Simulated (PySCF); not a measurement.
The potential of point charges around `CC(=O)N[SiH3]`

Species: `O=C(N[SiH3])C`. Coordinates (PBE0-D3(BJ)/def2-SVP, Å) and charges (e) from the PBE0/pcSseg-1 density (PySCF):

```json
{"atom": "C1", "x": "2.006", "y": "0.261", "z": "0.271", "Mulliken": "-0.2669", "IAO": "-0.4693", "Hirshfeld": "-0.1187", "ESP-fitted": "-0.6214"}
{"atom": "C2", "x": "0.511", "y": "0.360", "z": "0.448", "Mulliken": "+0.3718", "IAO": "+0.4462", "Hirshfeld": "+0.1820", "ESP-fitted": "+0.7922"}
{"atom": "O3", "x": "-0.017", "y": "1.072", "z": "1.282", "Mulliken": "-0.4317", "IAO": "-0.4839", "Hirshfeld": "-0.2706", "ESP-fitted": "-0.5493"}
{"atom": "N4", "x": "-0.267", "y": "-0.393", "z": "-0.388", "Mulliken": "-0.6421", "IAO": "-0.6155", "Hirshfeld": "-0.2068", "ESP-fitted": "-0.6911"}
{"atom": "Si5", "x": "-2.022", "y": "-0.258", "z": "-0.188", "Mulliken": "+0.6186", "IAO": "+0.7253", "Hirshfeld": "+0.3468", "ESP-fitted": "+0.4624"}
{"atom": "H6", "x": "2.298", "y": "0.628", "z": "-0.725", "Mulliken": "+0.1422", "IAO": "+0.1600", "Hirshfeld": "+0.0541", "ESP-fitted": "+0.1660"}
{"atom": "H7", "x": "2.498", "y": "0.867", "z": "1.040", "Mulliken": "+0.1498", "IAO": "+0.1729", "Hirshfeld": "+0.0565", "ESP-fitted": "+0.1783"}
{"atom": "H8", "x": "2.341", "y": "-0.784", "z": "0.355", "Mulliken": "+0.1379", "IAO": "+0.1567", "Hirshfeld": "+0.0526", "ESP-fitted": "+0.1635"}
{"atom": "H9", "x": "0.178", "y": "-0.983", "z": "-1.081", "Mulliken": "+0.2000", "IAO": "+0.2719", "Hirshfeld": "+0.1322", "ESP-fitted": "+0.3520"}
{"atom": "H10", "x": "-2.455", "y": "-0.719", "z": "1.159", "Mulliken": "-0.0778", "IAO": "-0.1155", "Hirshfeld": "-0.0719", "ESP-fitted": "-0.0726"}
{"atom": "H11", "x": "-2.571", "y": "-1.179", "z": "-1.229", "Mulliken": "-0.1237", "IAO": "-0.1330", "Hirshfeld": "-0.0843", "ESP-fitted": "-0.1084"}
{"atom": "H12", "x": "-2.496", "y": "1.127", "z": "-0.452", "Mulliken": "-0.0780", "IAO": "-0.1157", "Hirshfeld": "-0.0720", "ESP-fitted": "-0.0716"}
```

Points outside the species (Å): A (1.5, 5.9, -1.5); B (0.5, -4.5, 6.8); C (4.9, 2.7, -1.9).

Task: Find the potential V = 14.3996 V·Å × Σ q/r of each set of charges at these points.

Result: In volts:

```csv
point,nearest atom,distance (Å),Mulliken,IAO,Hirshfeld,ESP-fitted
A,H6,5.39,-0.067,-0.115,-0.053,-0.072
B,H10,7.41,-0.042,-0.053,-0.026,-0.037
C,H6,3.53,+0.224,+0.118,+0.097,+0.150
```

Task: How far are the other sets from the ESP-fitted one at these points?

Result: Root-mean-square difference: IAO 0.033 V, Hirshfeld 0.033 V, Mulliken 0.043 V. The ESP scheme is a least-squares fit of atom-centred charges to the potential on four shells outside the van der Waals surface, with the total charge fixed.

Task: What energy would a point charge of -1 e have at C in the field of the ESP charges, leaving out polarisation?

Result: -0.150 eV = -14.5 kJ/mol, an attraction.

Isolated species at its PBE0-D3(BJ)/def2-SVP geometry (one conformer only).

The values belong to the conformer `[CH3:1][C:2](=[O:3])[NH:4][SiH3:5]`: C1–C2–N4–Si5 -179°.
